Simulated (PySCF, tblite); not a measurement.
Isomers of C4H6O3Si, one GFN2-xTB conformer each. Single-point energies are computed at PBE0/pcSseg-1 (PySCF, gas phase, no added dispersion term), electronic only.

**Question.** Rank them by PBE0/pcSseg-1 energy, lowest first (kJ/mol).
A. `[CH2:1]=[C:2]([CH:3]=[O:4])[SiH2:5][C:6](=[O:7])[OH:8]` with C1–C2–C3–O4 176°, C1–C2–Si5–C6 128°, C2–Si5–C6–O7 -42°, Si5–C6–O8–H -176°
B. `[CH2:1]=[CH:2][C@@H:3]1[O:4][SiH2:5][O:6][C:7]1=[O:8]` with C1–C2–C3–O4 6°

**Answer.** B (0.0), A (172.6).

As drawn, the lower has an Si–O bond, which the higher lacks; the higher has an O–H bond and an Si–C bond, which the lower lacks. GFN2-xTB itself gives, in the same order: 0.0, 387.4. Both levels put the same isomer lowest.

**Question.** Which frontier levels, dipoles and rotational constants go with these structures?

**Answer.** 
```
                SMILES  HOMO (eV, PBE0/pcSseg-1)  LUMO (eV)  dipole (D)     A, B, C (MHz)
C=C[C@@H]1O[SiH2]OC1=O                     -7.74      -0.32        3.30  2369, 1911, 1232
  C=C(C=O)[SiH2]C(=O)O                     -7.61      -2.18        2.77  2680, 1276, 1113
```

**Question.** What happens when harmonic zero-point energies from GFN2-xTB frequencies are added?

**Answer.** 
```
                SMILES  ZPE (kJ/mol)  electronic (kJ/mol)  with ZPE (kJ/mol)
C=C[C@@H]1O[SiH2]OC1=O         246.1                  0.0                0.0
  C=C(C=O)[SiH2]C(=O)O         233.6                172.6              160.1
```

The zero-point energies span 12.5 kJ/mol. The order is unchanged.
